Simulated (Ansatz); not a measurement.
The same bond dissociation along the group Al, Ga, In.

Isolated molecules relaxed with PBE0-D4/def2-TZVP in Ansatz; ΔE leaves out vibrations. CCSD(T)/CBS adds triple-zeta CCSD(T) − MP2 to the extrapolated MP2 energy (def2 sets, frozen cores). This one scheme is used for every species. DFT in def2-TZVPP. Open shells (•) are unrestricted, without spin–orbit coupling. Elements past krypton have def2 core potentials. For Ga, In outer-core shells are correlated without core-valence functions, which leaves a few kJ/mol of doubt a bond. Scalar relativity is left out up to krypton. One conformer a species, not always the lowest.

```
                                  reaction  MP2/CBS(def2) (kJ/mol)  RPA@PBE/def2-TZVPP (kJ/mol)  CCSD(T)/CBS(def2) (kJ/mol)
`F[CH2][AlH][F]` → `[F][AlH]`• + `[CH2]F`•                     332                          300                         326
`F[CH2][GaH][F]` → `[F][GaH]`• + `[CH2]F`•                     326                          290                         315
`F[CH2][InH][F]` → `[F][InH]`• + `[CH2]F`•                     268                          237                         256
```

Largest T1 diagnostic: 0.021, for `[F][InH]`•.
